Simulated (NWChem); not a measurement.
SiNH$_{2}$Cl$_{2}$F; SMILES [Si](Cl)(N)(Cl)F

```xyz
7

N      1.3777    -0.0644     1.3228
Si     0.3292    -0.0049    -0.0152
F      1.0515    -0.1546    -1.4688
Cl    -1.0024    -1.5660     0.1095
Cl    -0.6117     1.8227    -0.0454
H      1.9416     0.7428     1.5930
H      1.7457    -0.9505     1.6719
```
Atoms are numbered in this order, from 1.

Computed with NWChem. Pople sets run with spherical d functions. The geometry was optimised at PBE-D3(BJ)/def2-SVP. Level: M05-2X/6-31G* with SMD (1 M gas to 1 M solution), gas-phase geometry. Reactions with the solvent are ignored.

```tsv
solvent	dielectric constant	solvation free energy (kcal/mol)	cavity-dispersion-structure term (kcal/mol)	dipole in solution (D)
water	78.4	___	___	3.81
benzene	2.27	-5.0	-1.3	3.47
1-propanol	20.5	-7.4	-0.8	3.78
ethyl acetate	5.99	-6.4	-0.8	3.68
anisole	4.22	-5.7	-0.5	3.63
```

Q: Complete the blanks.

A: 
- water, solvation free energy (kcal/mol): -3.9
- water, cavity-dispersion-structure term (kcal/mol): 2.9
